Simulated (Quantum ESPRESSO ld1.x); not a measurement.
Problem. Radial electron density D(r) = 4 pi r^2 rho(r) of an atom or ion with 29 electrons. Calculated with ld1.x of Quantum ESPRESSO 7.5: Dirac Kohn-Sham, relativistic LDA (MacDonald-Vosko exchange, VWN5 correlation), spin-unpolarised, spherical densities, point nucleus.

```
   r/bohr * D(r) (the largest magnitude, 39, reaches the edge; | marks zero)
 0.002842 | *
 0.003945 |   *
 0.005476 |      *
 0.007602 |           *
  0.01055 |                  *
  0.01465 |                           *
  0.02034 |                                      *
  0.02823 |                                              *
  0.03919 |                                                 *
  0.05441 |                                            *
  0.07552 |                                       *
   0.1048 |                                           *
   0.1455 |                                                      *
    0.202 |                                                   *
   0.2805 |                                 *
   0.3893 |                        *
   0.5405 |                              *
   0.7503 |                           *
    1.042 |              *
    1.446 |     *
    2.023 | *
    2.809 *
    3.899 *
    5.412 *
    7.514 *
    10.43 *
    14.48 *
     20.1 *
     27.9 *
    38.73 *
```

What is the nuclear charge?

Solution. Z = 29. The innermost maximum, from 1s, lies near gamma/Z bohr with gamma = sqrt(1 - (Z/c)^2) = 0.977, here 0.0337 bohr (found: 0.0365), and its height grows with Z. The density is that of neutral copper in [Ar] 3d10 4f1; the configuration itself is not fixed sharply by these data, and Z only to about a unit. D(r) has 4 maxima, at r = 0.0365, 0.165, 0.600, 16.5 bohr, and minima at 0.0786, 0.377, 5.96 bohr, inside which lie 2.11, 10.85, 28.00 electrons.
